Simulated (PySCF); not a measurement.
## Dipole moment and polarisability of `N[Si](F)(F)[SiH3]`

F₂H₅NSi₂.
Cartesian coordinates in Å at the GFN2-xTB level; atoms count from 1:
```
atom  x, y, z in Å
N1     1.7672   -0.3902   -0.0470
Si2    0.4092    0.6447   -0.0655
F3     0.6513    1.5553   -1.3655
F4     0.5258    1.8125    1.0464
Si5   -1.6117   -0.4103    0.0084
H6     1.8266   -1.1797    0.5700
H7     2.6827   -0.0301   -0.2645
H8    -2.3249   -0.1151    1.2558
H9    -1.4407   -1.8665   -0.0539
H10   -2.4766   -0.0159   -1.1066
```

Level: wB97X-D/def2-SVPD (PySCF), static field, nuclei fixed, core orbitals frozen in the response. The polarisability tensor in these axes (au):

```
x   69.22  2.36 -0.28
y    2.36 58.17 -0.22
z   -0.28 -0.22 54.29
```

Question: Diagonalise the tensor; give its mean and Δα, where Δα² is half the sum of the squared differences of the eigenvalues.

Answer: Principal values 54.27, 57.70 and 69.70 au; mean 60.56 au = 8.97 Å³ = 9.98 × 10⁻⁴⁰ C²·m²/J; Δα = 14.04 au (23 % of the mean).

Question: What is the dipole moment, and where does it point?

Answer: (0.22, -2.64, 0.73) D, 2.75 D in size, pointing from the negative to the positive side. Measured along this direction, the outermost atoms are F3 at the negative end and H9 at the positive end.

Question: Directions of the eigenvectors, and the extent of the frame along each?

Answer: Largest value along (0.98, 0.20, -0.02), where the nuclei span 5.03 Å; middle along (-0.20, 0.98, -0.05), 3.17 Å; least along (0.01, 0.05, 1.00), 2.50 Å. The response follows the extents in order.

Question: Molar refractivity from α?

Answer: Lorentz–Lorenz: R = (4π/3)N_A α = 2.5225 cm³/(mol·Å³) × 8.97 Å³ = 22.6 cm³/mol, in the limit of long wavelengths.

Question: Find the Langevin capture rate constant for NO+ (29.998 u) meeting this molecule (112.993 u), k = 2.342 × 10⁻⁹ cm³/s × √(α in Å³ / reduced mass in u).

Answer: The reduced mass is 23.70 u, so k = 1.44 × 10⁻⁹ cm³/s. The formula leaves out the permanent dipole, which adds to the capture rate.

The structure is a single GFN2-xTB conformer in the gas phase; no vibrational or solvent corrections.
